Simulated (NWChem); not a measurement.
System: HSeOF; SMILES [Se](F)O

Input file for NWChem:

```
start job
memory heap 200 mb stack 900 mb global 1100 mb
geometry units angstroms noautoz
  Se     0.376074     0.024012    -0.025994
  F     -0.589168    -1.487842     0.032639
  O     -0.923896     1.262595     0.096133
  H     -1.261136     1.403597    -0.813614
end
basis spherical
  * library 6-31g*
end
dft
  xc m06-2x
  grid fine
  iterations 150
  mulliken
end
task dft gradient
```

NWChem printed, in part:

```
             Northwest Computational Chemistry Package (NWChem) 7.3.0
             --------------------------------------------------------

 C1  symmetry detected

                             Geometry "geometry" -> ""
                             -------------------------

 Output coordinates in angstroms (scale by  1.889725989 to convert to a.u.)

  No.       Tag          Charge          X              Y              Z
 ---- ---------------- ---------- -------------- -------------- --------------
    1 Se                  34.0000     0.40104211     0.01225318     0.00531836
    2 F                    9.0000    -0.68468307    -1.41673493     0.01044720
    3 O                    8.0000    -0.79913287     1.35167172     0.07212293
    4 H                    1.0000    -1.08022103     1.52063261    -0.85183251

 Effective nuclear repulsion energy (a.u.)     197.7005610980

                                 NWChem DFT Module
                                 -----------------

 Summary of "ao basis" -> "ao basis" (spherical)
 ------------------------------------------------------------------------------
       Tag                 Description            Shells   Functions and Types
 ---------------- ------------------------------  ------  ---------------------
 Se                          6-31g*                 12       32   5s4p3d
 F                           6-31g*                  6       14   3s2p1d
 O                           6-31g*                  6       14   3s2p1d
 H                           6-31g*                  2        2   2s

            General Information
            -------------------
          SCF calculation type: DFT
          Wavefunction type:  closed shell.
          No. of atoms     :     4
          No. of electrons :    52
           Alpha electrons :    26
            Beta electrons :    26
          Charge           :     0
          Spin multiplicity:     1
          Use of symmetry is: off; symmetry adaption is: off
          Maximum number of iterations: 150
          AO basis - number of functions:    62
                     number of shells:    26
          Convergence on energy requested:  1.00D-06
          Convergence on density requested:  1.00D-05
          Convergence on gradient requested:  5.00D-04

              XC Information
              --------------
                       M06-2X Method XC Functional
                     Hartree-Fock (Exact) Exchange  0.540
                        M06-2X Exchange Functional  1.000
                      M06-2X Correlation Potential  1.000

             Grid Information
             ----------------
          Grid used for XC integration:  fine
          Radial quadrature: Mura-Knowles
          Angular quadrature: Lebedev.
          Tag              B.-S. Rad. Rad. Pts. Rad. Cut. Ang. Pts.
          ---              ---------- --------- --------- ---------
          Se                  1.15      140           8.0       974
          F                   0.50       70           8.0       590
          O                   0.60       70           7.0       590
          H                   0.35       60           8.0       590
          Grid pruning is: on
          Number of quadrature shells:   340
          Spatial weights used:  Erf1

      Superposition of Atomic Density Guess
      -------------------------------------

 Sum of atomic energies:       -2574.13026006

      Non-variational initial energy
      ------------------------------

 Total energy =   -2574.321419
 1-e energy   =   -3979.774681
 2-e energy   =    1207.752700
 HOMO         =      -0.223454
 LUMO         =      -0.047225

     ---------------------------------------------
      Total Density - Mulliken Population Analysis
     ---------------------------------------------

    Atom       Charge   Shell Charges
 -----------   ------   -------------------------------------------------------
    1 Se  34    33.08   2.00  2.00  6.00  2.00  5.99  1.52  2.28  0.37  0.83  6.95  2.94  0.21
    2 F    9     9.60   2.00  0.95  3.41  1.01  2.21  0.01
    3 O    8     8.86   2.00  0.93  2.96  0.93  2.02  0.02
    4 H    1     0.46   0.36  0.10

   convergence    iter        energy       DeltaE   RMS-Dens  Diis-err
 ---------------- ----- ----------------- --------- --------- ---------
 d= 0,ls=0.0,diis     1  -2576.7413468843 -2.77D+03  1.55D-02  6.21D-01
 d= 0,ls=0.0,diis     2  -2576.7384280605  2.92D-03  7.49D-03  8.04D-01
 d= 0,ls=0.0,diis     3  -2576.8062021760 -6.78D-02  1.02D-03  1.15D-02
 d= 0,ls=0.0,diis     4  -2576.8072141885 -1.01D-03  2.44D-04  5.08D-04
 d= 0,ls=0.0,diis     5  -2576.8072604750 -4.63D-05  7.14D-05  3.99D-05
  Resetting Diis
 d= 0,ls=0.0,diis     6  -2576.8072638710 -3.40D-06  3.53D-05  3.92D-06
 d= 0,ls=0.0,diis     7  -2576.8072643463 -4.75D-07  2.66D-05  1.97D-06
 d= 0,ls=0.0,diis     8  -2576.8072642019  1.44D-07  1.49D-05  4.10D-06
 d= 0,ls=0.0,diis     9  -2576.8072645885 -3.87D-07  3.23D-06  9.96D-09

         Total DFT energy =    -2576.807264588453
      One electron energy =    -3980.045418361418
           Coulomb energy =     1312.119468327827
    Exchange-Corr. energy =     -106.581875652837
 Nuclear repulsion energy =      197.700561097975

 Numeric. integr. density =       51.999999625258

                       DFT Final Molecular Orbital Analysis
                       ------------------------------------

 Vector   24  Occ=2.000000D+00  E=-4.472068D-01
              MO Center= -4.3D-01,  2.5D-01,  5.9D-02, r^2= 2.6D+00
   Bfn.  Coefficient  Atom+Function         Bfn.  Coefficient  Atom+Function
  ----- ------------  ---------------      ----- ------------  ---------------
    50      0.424676  3 O  py                35     -0.329984  2 F  px
    54      0.314368  3 O  py                11      0.304191  1 Se px
    39     -0.245946  2 F  px                36      0.197675  2 F  py
    10     -0.185529  1 Se s                 14      0.146959  1 Se s
    40      0.143417  2 F  py                 7     -0.134763  1 Se px

 Vector   25  Occ=2.000000D+00  E=-4.235841D-01
              MO Center= -5.5D-01,  7.4D-01,  6.0D-02, r^2= 2.0D+00
   Bfn.  Coefficient  Atom+Function         Bfn.  Coefficient  Atom+Function
  ----- ------------  ---------------      ----- ------------  ---------------
    49      0.488100  3 O  px                53      0.374557  3 O  px
    50      0.239224  3 O  py                10      0.217785  1 Se s
    11     -0.203653  1 Se px                36      0.192318  2 F  py
    54      0.185328  3 O  py                35      0.165416  2 F  px
    40      0.145936  2 F  py                14     -0.144743  1 Se s

 Vector   26  Occ=2.000000D+00  E=-2.986697D-01
              MO Center=  2.7D-01, -2.9D-03, -1.2D-02, r^2= 2.0D+00
   Bfn.  Coefficient  Atom+Function         Bfn.  Coefficient  Atom+Function
  ----- ------------  ---------------      ----- ------------  ---------------
    13      0.775434  1 Se pz                17      0.319909  1 Se pz
     9     -0.317118  1 Se pz                37     -0.223908  2 F  pz
    41     -0.185120  2 F  pz                51     -0.163921  3 O  pz
    55     -0.118623  3 O  pz                 5      0.094557  1 Se pz
    52     -0.089005  3 O  s                 62      0.087763  4 H  s

 Vector   27  Occ=0.000000D+00  E=-1.251490D-02
              MO Center=  4.2D-01, -2.3D-02, -3.6D-03, r^2= 2.6D+00
   Bfn.  Coefficient  Atom+Function         Bfn.  Coefficient  Atom+Function
  ----- ------------  ---------------      ----- ------------  ---------------
    16      0.644541  1 Se py                12      0.575158  1 Se py
    38      0.325856  2 F  s                 52     -0.257184  3 O  s
     8     -0.240851  1 Se py                35      0.221149  2 F  px
    53     -0.211644  3 O  px                39      0.208921  2 F  px
    49     -0.190919  3 O  px                11      0.176041  1 Se px

 Vector   28  Occ=0.000000D+00  E= 9.629699D-03
              MO Center= -4.5D-02,  2.4D-01, -8.8D-02, r^2= 2.9D+00
   Bfn.  Coefficient  Atom+Function         Bfn.  Coefficient  Atom+Function
  ----- ------------  ---------------      ----- ------------  ---------------
    52      0.600184  3 O  s                 15      0.577627  1 Se px
    11      0.516837  1 Se px                10      0.332518  1 Se s
    62     -0.302789  4 H  s                 54     -0.294918  3 O  py
    50     -0.267757  3 O  py                14     -0.216082  1 Se s
    36      0.212926  2 F  py                40      0.213757  2 F  py

 Vector   29  Occ=0.000000D+00  E= 1.316753D-01
              MO Center= -7.8D-01,  1.2D+00, -8.8D-01, r^2= 2.9D+00
   Bfn.  Coefficient  Atom+Function         Bfn.  Coefficient  Atom+Function
  ----- ------------  ---------------      ----- ------------  ---------------
    62      1.391794  4 H  s                 52     -0.670582  3 O  s
    10      0.582498  1 Se s                 55      0.511829  3 O  pz
    14      0.329600  1 Se s                 51      0.257792  3 O  pz
    53      0.246167  3 O  px                15      0.217785  1 Se px
    16     -0.203499  1 Se py                54     -0.202760  3 O  py

     ---------------------------------------------
      Total Density - Mulliken Population Analysis
     ---------------------------------------------

[...]

                         DFT ENERGY GRADIENTS

    atom               coordinates                        gradient
                 x          y          z           x          y          z
   1 Se      0.757860   0.023155   0.010050    0.017796   0.007290  -0.001432
   2 F      -1.293863  -2.677241   0.019742   -0.011029  -0.017454   0.000195
   3 O      -1.510142   2.554289   0.136293   -0.005284   0.009405   0.010412
   4 H      -2.041322   2.873579  -1.609730   -0.001482   0.000758  -0.009174
```

Level: M06-2X/6-31G* (spherical d). Structure relaxed at the PBE-D3(BJ)/def2-SVP level.
